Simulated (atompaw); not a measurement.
What one change does to a pseudopotential (technetium (Tc), PAW (atompaw))

atompaw 4.2.0.5 input, output lines left out:

```
Tc 43
GGA-PBE scalarrelativistic loggrid 1500 logderivrange -5 5 251
5 5 4 0 0 0
5 0 1
5 1 0
4 2 6
0 0 0
c
c
c
c
v
c
c
v
v
c
v
2
2.45 2.15 2.25 1.50
y
0.35
n
n
y
0.05
n
custom polynom2 7 10 vanderbiltortho besselshape
3 0 troulliermartins
2.45
2.45
1.40
2.45
1.35
1.35
```

Change: local potential vpsmatchnc scheme with l = 3 at 0 Ry, radius 2.25 bohr.

Cutoffs: the cutoffs (Ry, on a coarse ladder) from which the occupation-weighted sum of valence levels, in a spherical-Bessel basis at the reference potential, stays within 10 and 1 mRy of its value at 400 Ry; they do not see the model core or the augmentation charge, which bear on the density cutoff.

What does the change do?

Both files keep a bound ghost (s); the range in which the s phases agree narrows (upper end 4.8 → 3.1); the range in which the d phases agree widens (upper end 3.2 → at the end of the scan).

```csv
quantity,base,changed
"cutoff, loose",200 Ry,200 Ry
"cutoff, tight",over 300 Ry,over 300 Ry
bound ghosts,s,s
s: phases at 2.45 bohr within 0.05 rad from the reference energy up to (Ry; the scan ends near 5),4.8,3.1
p: phases at 2.45 bohr within 0.05 rad from the reference energy up to (Ry; the scan ends near 5),0.8,0.6
d: phases at 2.45 bohr within 0.05 rad from the reference energy up to (Ry; the scan ends near 5),3.2,to the end of the scan
lowest overlap eigenvalue by channel,"s 0.26, p 0.47, d 0.89","s 0.21, p 0.48, d 0.86"
```

 A true bound ghost makes a file unfit for plane-wave use even where its test errors are small: the radial tests pick states by their node count and pass the ghost by. The cutoffs see the waves, projectors and local potential, not the compensation charge or the core.
